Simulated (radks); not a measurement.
Values are calculated unless marked as measured or tabulated.
Species: the tin ion Sn46+. Configuration: [He] 2s2 (the NIST ground configuration). Code: a radial shooting solver on a logarithmic mesh with Libxc functionals. Model: scalar-relativistic Kohn-Sham, LB94 model potential, spin-polarised, spherical densities, finite nucleus; Fermi nuclear charge, rms radius 4.6519 fm.

Unscreened Slater integrals over Kohn-Sham orbitals (hartree). They are taken over the spin-up orbitals.

F0(2s,2s): 7.6381
F0(2s,1s): 10.729
G0(2s,1s): 1.1037
F0(1s,1s): 32.639
